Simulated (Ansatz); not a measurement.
Cartesian coordinates (Å):
SMILES: CSC(C)=O
```xyz
11

C     -1.7514    -0.7674     1.1680
S     -1.0879     0.4161    -0.0258
C      0.6603     0.0303     0.0771
C      1.4919     0.8906    -0.8436
O      1.1269    -0.8260     0.8034
H     -2.2560    -0.2308     1.9798
H     -2.4567    -1.4409     0.6677
H     -0.8943    -1.3346     1.5606
H      2.0350     0.2375    -1.5418
H      2.2379     1.4313    -0.2440
H      0.8844     1.6080    -1.4096
```
Charge 0, multiplicity 1.

Level of theory: frozen-core CCSD(T)/cc-pVTZ // PBE-D3(BJ)/def2-TZVP in Ansatz (a quantum-chemistry and plane-wave program).

HF energy: -589.58014 Ha
MP2 correlation energy: -0.91995 Ha

Task: Estimate the CCSD correlation energy, the (T) correction, the total energy and the T1 diagnostic.

Result: 
The CCSD correlation energy is -0.95704 Ha and the (T) correction is -0.04445 Ha. The CCSD(T) total energy is -590.58163 Ha and the T1 diagnostic comes out as 0.016.
